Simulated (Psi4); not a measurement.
Approach curve of the dimer BF3 ··· O2S (SMILES FB(F)F and O=S=O). Monomers: optimised at B3LYP-D3(BJ) (def2-TZVP), held rigid. Orientation: lowest of the rigid-body minima from ten starts at GFN2-xTB (searched outside a hard wall at short contacts). The monomers approach along the line of their centres of mass (distance R); nothing else relaxes. The shortest distances reach bonding range, where SAPT0 and rigid monomers are unreliable.

- PBE/def2-TZVP, counterpoise-corrected (Psi4)
- PBE-D3(BJ)/def2-TZVP, counterpoise-corrected (Psi4)
- B3LYP/def2-TZVP, counterpoise-corrected (Psi4)
- SAPT0/jun-cc-pVDZ, frozen core (Psi4)

Interaction energies in kcal/mol; the last columns give the difference from SAPT0:

```json
[
 {"R / Å": "2.53", "PBE/def2-TZVP": "64.05", "PBE-D3(BJ)/def2-TZVP": "62.41", "B3LYP/def2-TZVP": "66.19", "SAPT0/jun-cc-pVDZ": "52.44", "PBE/def2-TZVP − SAPT0/jun-cc-pVDZ": "11.61", "PBE-D3(BJ)/def2-TZVP − SAPT0/jun-cc-pVDZ": "9.98", "B3LYP/def2-TZVP − SAPT0/jun-cc-pVDZ": "13.75"},
 {"R / Å": "2.78", "PBE/def2-TZVP": "26.84", "PBE-D3(BJ)/def2-TZVP": "25.31", "B3LYP/def2-TZVP": "27.81", "SAPT0/jun-cc-pVDZ": "18.09", "PBE/def2-TZVP − SAPT0/jun-cc-pVDZ": "8.76", "PBE-D3(BJ)/def2-TZVP − SAPT0/jun-cc-pVDZ": "7.22", "B3LYP/def2-TZVP − SAPT0/jun-cc-pVDZ": "9.73"},
 {"R / Å": "2.95", "PBE/def2-TZVP": "13.85", "PBE-D3(BJ)/def2-TZVP": "12.31", "B3LYP/def2-TZVP": "14.40", "SAPT0/jun-cc-pVDZ": "6.97", "PBE/def2-TZVP − SAPT0/jun-cc-pVDZ": "6.88", "PBE-D3(BJ)/def2-TZVP − SAPT0/jun-cc-pVDZ": "5.34", "B3LYP/def2-TZVP − SAPT0/jun-cc-pVDZ": "7.44"},
 {"R / Å": "3.16", "PBE/def2-TZVP": "5.06", "PBE-D3(BJ)/def2-TZVP": "3.62", "B3LYP/def2-TZVP": "5.34", "SAPT0/jun-cc-pVDZ": "0.09", "PBE/def2-TZVP − SAPT0/jun-cc-pVDZ": "4.97", "PBE-D3(BJ)/def2-TZVP − SAPT0/jun-cc-pVDZ": "3.52", "B3LYP/def2-TZVP − SAPT0/jun-cc-pVDZ": "5.24"},
 {"R / Å": "3.34", "PBE/def2-TZVP": "1.24", "PBE-D3(BJ)/def2-TZVP": "-0.08", "B3LYP/def2-TZVP": "1.41", "SAPT0/jun-cc-pVDZ": "-2.49", "PBE/def2-TZVP − SAPT0/jun-cc-pVDZ": "3.73", "PBE-D3(BJ)/def2-TZVP − SAPT0/jun-cc-pVDZ": "2.40", "B3LYP/def2-TZVP − SAPT0/jun-cc-pVDZ": "3.90"},
 {"R / Å": "3.52", "PBE/def2-TZVP": "-0.66", "PBE-D3(BJ)/def2-TZVP": "-1.85", "B3LYP/def2-TZVP": "-0.51", "SAPT0/jun-cc-pVDZ": "-3.48", "PBE/def2-TZVP − SAPT0/jun-cc-pVDZ": "2.83", "PBE-D3(BJ)/def2-TZVP − SAPT0/jun-cc-pVDZ": "1.63", "B3LYP/def2-TZVP − SAPT0/jun-cc-pVDZ": "2.97"},
 {"R / Å": "3.85", "PBE/def2-TZVP": "-1.70", "PBE-D3(BJ)/def2-TZVP": "-2.65", "B3LYP/def2-TZVP": "-1.51", "SAPT0/jun-cc-pVDZ": "-3.47", "PBE/def2-TZVP − SAPT0/jun-cc-pVDZ": "1.77", "PBE-D3(BJ)/def2-TZVP − SAPT0/jun-cc-pVDZ": "0.81", "B3LYP/def2-TZVP − SAPT0/jun-cc-pVDZ": "1.96"},
 {"R / Å": "4.19", "PBE/def2-TZVP": "-1.56", "PBE-D3(BJ)/def2-TZVP": "-2.28", "B3LYP/def2-TZVP": "-1.34", "SAPT0/jun-cc-pVDZ": "-2.69", "PBE/def2-TZVP − SAPT0/jun-cc-pVDZ": "1.13", "PBE-D3(BJ)/def2-TZVP − SAPT0/jun-cc-pVDZ": "0.42", "B3LYP/def2-TZVP − SAPT0/jun-cc-pVDZ": "1.36"},
 {"R / Å": "4.69", "PBE/def2-TZVP": "-1.01", "PBE-D3(BJ)/def2-TZVP": "-1.44", "B3LYP/def2-TZVP": "-0.82", "SAPT0/jun-cc-pVDZ": "-1.63", "PBE/def2-TZVP − SAPT0/jun-cc-pVDZ": "0.62", "PBE-D3(BJ)/def2-TZVP − SAPT0/jun-cc-pVDZ": "0.19", "B3LYP/def2-TZVP − SAPT0/jun-cc-pVDZ": "0.81"},
 {"R / Å": "5.37", "PBE/def2-TZVP": "-0.48", "PBE-D3(BJ)/def2-TZVP": "-0.69", "B3LYP/def2-TZVP": "-0.42", "SAPT0/jun-cc-pVDZ": "-0.80", "PBE/def2-TZVP − SAPT0/jun-cc-pVDZ": "0.32", "PBE-D3(BJ)/def2-TZVP − SAPT0/jun-cc-pVDZ": "0.12", "B3LYP/def2-TZVP − SAPT0/jun-cc-pVDZ": "0.38"},
 {"R / Å": "6.33", "PBE/def2-TZVP": "-0.18", "PBE-D3(BJ)/def2-TZVP": "-0.25", "B3LYP/def2-TZVP": "-0.19", "SAPT0/jun-cc-pVDZ": "-0.34", "PBE/def2-TZVP − SAPT0/jun-cc-pVDZ": "0.16", "PBE-D3(BJ)/def2-TZVP − SAPT0/jun-cc-pVDZ": "0.08", "B3LYP/def2-TZVP − SAPT0/jun-cc-pVDZ": "0.14"},
 {"R / Å": "7.69", "PBE/def2-TZVP": "-0.06", "PBE-D3(BJ)/def2-TZVP": "-0.08", "B3LYP/def2-TZVP": "-0.07", "SAPT0/jun-cc-pVDZ": "-0.12", "PBE/def2-TZVP − SAPT0/jun-cc-pVDZ": "0.06", "PBE-D3(BJ)/def2-TZVP − SAPT0/jun-cc-pVDZ": "0.04", "B3LYP/def2-TZVP − SAPT0/jun-cc-pVDZ": "0.05"}
]
```

PBE/def2-TZVP is furthest from SAPT0/jun-cc-pVDZ at 2.53 (11.61 kcal/mol, above); its mean absolute difference over the points is 3.57 kcal/mol.

PBE-D3(BJ)/def2-TZVP is furthest from SAPT0/jun-cc-pVDZ at 2.53 (9.98 kcal/mol, above); its mean absolute difference over the points is 2.65 kcal/mol.

B3LYP/def2-TZVP is furthest from SAPT0/jun-cc-pVDZ at 2.53 (13.75 kcal/mol, above); its mean absolute difference over the points is 3.98 kcal/mol.
